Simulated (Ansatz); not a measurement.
This triplet is an excited state, 1.71 eV above the relaxed singlet at the level composite: frozen-core CCSD(T) with HF/cc-pVQZ and the correlation energy extrapolated as X^-3 from cc-pVTZ and cc-pVQZ, plus CCSDT(Q) minus CCSD(T) in cc-pVDZ // PBE0-D3(BJ)/def2-TZVP (Ansatz, an electronic-structure program).

Species: H₂GeS, SMILES `[SH][GeH]` (excited triplet; H–S–Ge–H torsion 94°) (charge 0, multiplicity 3).

Question: Give a relaxed geometry from Ansatz with PBE0-D3(BJ)/def2-TZVP.

Answer: One answer among several that fit: the end point of this relaxation, one of several conformers (outside a Z-matrix the atoms follow the SMILES, hydrogens last).
Bonds (Å): S1–Ge2 2.206, S1–H3 1.346, Ge2–H4 1.559. Bond angles (°): Ge2–S1–H3 97.6, S1–Ge2–H4 117.0.
